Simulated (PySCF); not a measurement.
# Polarisability and C₆ of O- (oxygen, charge -1)

[He] 2s2 2p5, 2P determinant. All numbers are calculated (PySCF 2.14, the non-relativistic Hamiltonian (point nucleus), in def2-TZVPPD (6s4p3d1f, 40 functions)). Coupled (time-dependent) response in atomic units; α is the mean over directions.

```json
{"method": "UHF", "mean α (bohr³)": "14.27", "α xx, yy, zz": "10.01, 16.41, 16.41", "C₆ (like pair)": "67.11", "S(−4)": "140.7"}
```

S(−4) is the Cauchy moment in α(ω) = α(0) + S(−4) ω² + …

α(iu) at UHF:

| u (hartree) | α(iu) (bohr³) |
| --- | --- |
| 0 | 14.27 |
| 0.0500 | 13.94 |
| 0.100 | 13.09 |
| 0.200 | 10.96 |
| 0.300 | 9.075 |
| 0.500 | 6.347 |
| 0.750 | 4.252 |
| 1.00 | 3.007 |
| 1.50 | 1.728 |
| 2.00 | 1.127 |
| 3.00 | 0.5909 |
| 5.00 | 0.2451 |

For an ion, C₆ is the dispersion term alone; charge-induced terms of lower order in 1/R come first.

The components differ because the open shell of this determinant is not spherical; for a pure term their mean is the scalar polarisability.
